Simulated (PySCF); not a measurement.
## Magnetic susceptibility: `InChI=1S/C5H14N2/c1-4-5(2)7-6-3/h5-7H,4H2,1-3H3/t5-/m0/s1`

Cartesian coordinates in Å; atom numbers follow the order of the lines, from 1:
```xyz
21

C    -2.4978   -1.0171    0.0452
C    -0.9795   -0.9024    0.0632
C    -0.4732    0.3965    0.6963
C    -0.8768    1.6346   -0.1148
N     0.9657    0.2749    0.8839
N     1.6681    0.0934   -0.3329
C     2.9184   -0.5980   -0.1062
H    -2.9416   -0.2729   -0.6113
H    -2.7932   -2.0005   -0.3134
H    -2.9051   -0.8815    1.0452
H    -0.5579   -1.7287    0.6373
H    -0.5848   -0.9696   -0.9508
H    -0.8900    0.4855    1.7078
H    -1.9517    1.7822   -0.0759
H    -0.5768    1.5187   -1.1538
H    -0.3983    2.5253    0.2925
H     1.3203    1.0721    1.4194
H     1.8418    0.9789   -0.8158
H     3.6212   -0.0400    0.5303
H     3.3876   -0.7878   -1.0702
H     2.6947   -1.5467    0.3780
```

Computed, not measured: GIAO HF/pcSseg-1 magnetisability, rotational g tensor and spin-rotation constants, non-relativistic, gas phase in PySCF. Geometry: GFN2-xTB.

**Question.** What are the magnetisability and the molar susceptibility?

**Answer.** Isotropic -1369 × 10⁻³⁰ J/T², or -82.5 × 10⁻⁶ cm³/mol; principal values -1455, -1349, -1305 × 10⁻³⁰ J/T², anisotropy 134 × 10⁻³⁰ J/T² (root of half the summed squared differences of the principal values). The susceptibility is in cgs units.

**Question.** Split it along the inertial axes a, b, c into diamagnetic and paramagnetic parts about the centre of mass, with the quadrupole moment.

**Answer.** 
| axis | χ (10⁻⁶ cm³/mol) | diamagnetic (10⁻⁶ cm³/mol) | paramagnetic (10⁻⁶ cm³/mol) | summed x² of all electrons (Å²) | quadrupole Θ (D Å) |
| --- | --- | --- | --- | --- | --- |
| a | -86.9 | -405.8 | 318.9 | 202.8 | +2.06 |
| b | -80.1 | -984.6 | 904.5 | 66.4 | +0.36 |
| c | -80.4 | -1141.9 | 1061.4 | 29.3 | -2.42 |

Anisotropies 2χaa − χbb − χcc = -13.3 and 2χbb − χaa − χcc = +7.2 × 10⁻⁶ cm³/mol. Θ is traceless in Buckingham's convention.

**Question.** And the rotational g tensor?

**Answer.** 
| axis | rotational constant (GHz) | g | nuclear part | electronic part |
| --- | --- | --- | --- | --- |
| a | 4.3886 | +0.0087 | 0.6662 | -0.6575 |
| b | 1.4576 | -0.0011 | 0.6183 | -0.6194 |
| c | 1.2409 | +0.0002 | 0.6190 | -0.6188 |

Asymmetric top; isotopes 12C, 1H, 14N; no vibrational averaging.
